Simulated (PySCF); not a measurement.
Bond curve of ScC

Set-up: basis Sc def2-TZVPP, C def2-TZVPP; no relativity; PySCF 2.14. Energies in eV from Sc (3d1 4s2) + C in their ground configurations at the same level. State: ⁴Π (quartet), unpaired electrons σ ↑↑, π ↑.

```tsv
R (Å)	PBE0	BLYP	HSE06
1.601	-2.367	-2.380	-2.340
1.676	-2.929	-2.990	-2.906
1.750	-3.254	-3.366	-3.235
1.806	-3.373	-3.524	-3.356
1.862	-3.405	-3.598	-3.390
1.918	-3.367	-3.602	-3.355
1.992	-3.238	-3.524	-3.228
2.085	-3.021	-3.331	-3.010
2.197	-2.759	-3.015	-2.746
2.346	-2.413	-2.551	-2.397
```

Question: Put a parabola through the three lowest points of the PBE0 curve and estimate Re, k and ωe (reduced mass 9.472 u; 1 eV/Å² = 0.16022 mdyn/Å; ωe = 1302.8·√(k/μ) cm⁻¹).

Answer: Through R = 1.806, 1.862, 1.918 Å the second-order coefficient is 11.2 eV/Å², so Re ≈ 1.860 Å, k ≈ 3.58 mdyn/Å and ωe ≈ 801 cm⁻¹. A polynomial fit of higher order to the unrounded PBE0 energies gives Re = 1.857 Å, k = 3.70 mdyn/Å, ωe = 815 cm⁻¹; anharmonicity and rounding make the difference.

The higher-order fit for each curve: PBE0: Re = 1.857 Å, ωe = 815 cm⁻¹, De = 3.41 eV; BLYP: Re = 1.893 Å, ωe = 748 cm⁻¹, De = 3.61 eV; HSE06: Re = 1.859 Å, ωe = 812 cm⁻¹, De = 3.39 eV.

The metal atom is held in its measured ground configuration; semilocal functionals can put another filling of s and d lower by some tenths of an eV, and De to that atom would be smaller. ⟨S²⟩ of the unrestricted solution departs from its pure value on part of the curve, where spin states mix. With d or f electrons several states lie close, and the lowest PBE0 determinant need not be the measured ground state.
